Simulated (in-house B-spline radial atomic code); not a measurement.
Successive ionisation energies of bismuth; each step leads to the configuration of the next row (after the last: [Xe] 4f14). Dirac energy differences include first-order Breit, QED and recoil terms. NIST's values go from ground level to ground level; the uncertainty of those that are theory runs from under 0.1 % in few-electron ions to several per cent in heavy many-electron ones. Computed with a radial B-spline atomic code at the basis-set limit: Dirac-Hartree-Fock, average of the configuration, finite nuclei.

```tsv
ion	configuration	ionisation energy (eV)	tabulated value (eV)	tabulated kind	computed minus tabulated (eV)	highest orbital	largest mean radius (bohr)
Bi	[Xe] 4f14 5d10 6s2 6p3	7.35	7.285516	measured	0.07	6p3/2	3.1862
Bi+	[Xe] 4f14 5d10 6s2 6p2	14.82	16.703	measured	-1.88	6p3/2	2.9101
Bi2+	[Xe] 4f14 5d10 6s2 6p1	23.09	25.57075	measured	-2.48	6p3/2	2.7234
Bi3+	[Xe] 4f14 5d10 6s2	42.56	45.37	measured	-2.81	6s1/2	2.058
Bi4+	[Xe] 4f14 5d10 6s1	54.18	54.856	measured	-0.67	6s1/2	1.991
Bi5+	[Xe] 4f14 5d10	88.05	88.4	semi-empirical	-0.35	5d5/2	1.201
Bi6+	[Xe] 4f14 5d9	106.02	103	tabulated theory	3.02	5d5/2	1.1725
Bi7+	[Xe] 4f14 5d8	124.66	122	tabulated theory	2.66	5d5/2	1.1471
Bi8+	[Xe] 4f14 5d7	143.92	143	tabulated theory	0.92	5d5/2	1.1239
Bi9+	[Xe] 4f14 5d6	163.78	161.1	tabulated theory	2.68	5d5/2	1.1024
Bi10+	[Xe] 4f14 5d5	184.19	183	tabulated theory	1.19	5d5/2	1.0826
Bi11+	[Xe] 4f14 5d4	205.15	208	tabulated theory	-2.85	5d5/2	1.064
Bi12+	[Xe] 4f14 5d3	226.62	229	tabulated theory	-2.38	5d5/2	1.0465
Bi13+	[Xe] 4f14 5d2	248.59	252	tabulated theory	-3.41	5d5/2	1.03
Bi14+	[Xe] 4f14 5d1	271.05	272.6	semi-empirical	-1.55	5d5/2	1.0144
```

(1) Where is the largest jump?

Where a p, d or f electron is removed, the computed value is a mean over both j, so it misses the tabulated one by a part of the spin-orbit splitting; averaging over terms and missing correlation add to the gap, relatively most at low charge.

Results:

(1) From Bi to Bi+, by a factor of 2.02 (7.3513 to 14.824 eV); the highest orbital goes from 6p3/2 to 6p3/2.
